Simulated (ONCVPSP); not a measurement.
# Building the ONCV potential for germanium (PBE, scalar-relativistic).

Ge, optimised norm-conserving Vanderbilt (ONCV), made with ONCVPSP 4.0.1 (PBE, scalar-relativistic). Core [Ar], reference 3d10 4s1 (charge +3). Waves: 4s: rc 1.75 bohr, ncon 5, nbas 9, qcut 3.4 1/bohr, 2 projectors, debl 0.8 Ha; p scattering state at 0.06 Ha: rc 1.45 bohr, ncon 5, nbas 9, qcut 6 1/bohr, 2 projectors, debl 2.9 Ha; 3d: rc 0.75 bohr, ncon 3, nbas 8, qcut 19.7 1/bohr, local. Local part: the d channel. Core correction: none.

In the s channel the program set the typed energies aside and used -1.487, 0.250 Ha. In the p channel the program set the typed energies aside and used 0.050, 2.950 Ha.

All-electron outer shells of the reference configuration (PBE, scalar-relativistic, ld1.x):

```csv
shell,level (eV),outermost node (bohr),outermost maximum (bohr)
3p,-149.62,0.23,0.54
3d,-63.10,–,0.50
4s,-40.46,0.76,1.62
```

Q: Estimate the cutoffs (Ha) at which the residual kinetic energy of the hardest occupied pseudo-wave falls to 1 and 0.1 mHa per electron.

A: 156 Ha and 174 Ha.

Q: Does the potential have ghost states?

A: Ghosts flagged at negative energy: s at -609.1 eV, p at -94.5 eV; GHOST(+) flagged for s at 94.3 eV. A true bound ghost makes a file unfit for plane-wave use.

Q: Which valence shell sets the plane-wave cutoff?

A: 3d: 156 Ha for 1 mHa per electron, against 36 Ha for 4s.

Q: Tests: 3d10 4s2 4p2; 3d10 4s2 4p1; 3d10 4s2; 3d10 4s1 4p3. Which has the largest error in its energy relative to the reference configuration, and how large is it?

A: 3d10 4s1 4p3, with -68 meV (all-electron minus pseudo) on -49.70 eV.
